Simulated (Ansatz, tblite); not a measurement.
Forces on Li8H8 at its r2SCAN-D4/def2-SVP geometry. Charge 0, multiplicity 1.

The xTB rows come from tblite. The restricted singlet is unstable towards broken spin symmetry in Hartree–Fock (as tested in another run); at PBE-D4/def2-TZVP this wasn't settled. In the singlet, H9 and H11 lie 0.77 Å apart (atoms count from 1), so H2 has formed as a molecule. Another isomer (singlet) lies 2.36 eV lower at PBE0-D4/def2-TZVP; other spin states weren't run for this one.

GFN1-xTB (tblite), largest force 0.58 eV/Å:

```xyz
16
positions Å, forces eV/Å
Li    0.353   -2.270    1.926   -0.058    0.145   -0.189
Li   -0.665   -2.350   -0.595    0.017    0.133    0.079
Li   -1.778   -0.028   -1.496    0.153   -0.105    0.135
Li   -0.329    2.147   -0.283   -0.450   -0.071    0.217
Li    0.634   -0.108   -1.865   -0.133   -0.048    0.078
Li    1.480    0.391    1.079   -0.144   -0.066   -0.015
Li   -1.215    0.428    1.676    0.242    0.053   -0.242
Li    2.067   -1.881    0.205   -0.193    0.034    0.103
H    -2.155    2.990    0.071   -0.217   -0.433   -0.103
H     0.208    1.658    1.324    0.184    0.125    0.059
H    -1.722    3.617    0.178    0.397    0.420    0.058
H     0.699   -3.065    0.329    0.064   -0.204   -0.085
H     1.790   -1.198    1.919    0.089    0.036    0.225
H    -0.696   -1.351   -2.071    0.055   -0.193   -0.268
H     1.876   -0.282   -0.607    0.009   -0.001   -0.068
H    -0.547    1.303   -1.793   -0.013    0.176    0.017
```

GFN2-xTB (tblite), largest force 1.09 eV/Å:

```
Li -0.417 0.296 0.132
Li -0.054 0.233 0.247
Li -0.319 -0.060 0.515
Li 0.182 -0.406 0.507
Li -0.133 -0.016 0.022
Li -0.672 0.406 0.396
Li -0.074 -0.688 -0.590
Li -0.008 -0.266 0.068
H -0.590 -0.787 -0.063
H 0.675 -0.044 -0.624
H 0.489 0.965 0.119
H 0.094 -0.013 -0.370
H 0.178 0.207 0.234
H 0.322 -0.254 -0.045
H 0.061 0.137 -0.565
H 0.267 0.289 0.017
```

PBE-D4/def2-TZVP (Ansatz), largest force 0.11 eV/Å:

```
Li 0.014 0.040 -0.047
Li 0.033 0.040 0.010
Li 0.042 0.009 0.035
Li 0.009 -0.041 0.000
Li -0.009 0.005 0.027
Li -0.016 -0.008 -0.010
Li 0.033 -0.040 -0.063
Li -0.042 0.019 0.017
H 0.062 0.075 0.016
H -0.002 -0.028 -0.050
H -0.058 -0.094 -0.017
H -0.011 0.050 -0.006
H -0.020 -0.001 -0.022
H 0.008 0.010 0.051
H -0.059 -0.020 0.010
H 0.018 -0.017 0.048
```
